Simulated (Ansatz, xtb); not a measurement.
## Relaxing a trial structure of BCl2GeHN

The starting geometry of this gas-phase doublet was built from a drawn formula by distance geometry and a force field; its bonds are those of `[Cl][Ge]1([Cl])[BH][N]1`.

```json
{"atom": "B", "x (Å)": "0.3420", "y (Å)": "1.4398", "z (Å)": "-0.9438"}
{"atom": "Cl", "x (Å)": "-3.1493", "y (Å)": "2.6985", "z (Å)": "-0.4688"}
{"atom": "Cl", "x (Å)": "-0.7209", "y (Å)": "2.8609", "z (Å)": "2.3036"}
{"atom": "Ge", "x (Å)": "-1.0827", "y (Å)": "2.4230", "z (Å)": "0.2243"}
{"atom": "N", "x (Å)": "-0.6417", "y (Å)": "0.6991", "z (Å)": "-0.0674"}
{"atom": "H", "x (Å)": "1.2006", "y (Å)": "1.4738", "z (Å)": "-1.7306"}
```

Predict what becomes of its bonds when it is optimised with r2SCAN-D4/def2-SVP.

A bond breaks, leaving `B=[N][Ge]([Cl])[Cl]`. Distances that change by over a tenth: B1–N5 (1.51 → 1.26 Å). Contacts that open: B1–Ge4 (2.09 → 3.05 Å).

The energy falls by 1.82 eV over 13 steps:

```
step  E − E(last) (eV)
   1             1.824
   2             1.044
   4             0.725
   5             0.610
   6             0.315
   8             0.094
   9             0.031
  10             0.024
  12             0.000
  13             0.000
```

Final geometry (Å):

```xyz
6

B     0.5887    1.1806   -1.1820
Cl   -3.3592    2.5519   -0.1606
Cl   -1.0974    2.5272    2.5487
Ge   -1.3018    2.9485    0.4243
N    -0.2421    1.8122   -0.4736
H     1.3598    0.5748   -1.8396
```

From the same start GFN2-xTB reaches the same bonding as this run.

No frequencies were run, so the end isn't proven a minimum. Open shells are spin-unrestricted. Run with Ansatz 0.2.0, 90 s on 2 threads of Intel(R) Xeon(R) Platinum 8259CL CPU @ 2.50GHz (Skylake/Cascade Lake), on a shared host.
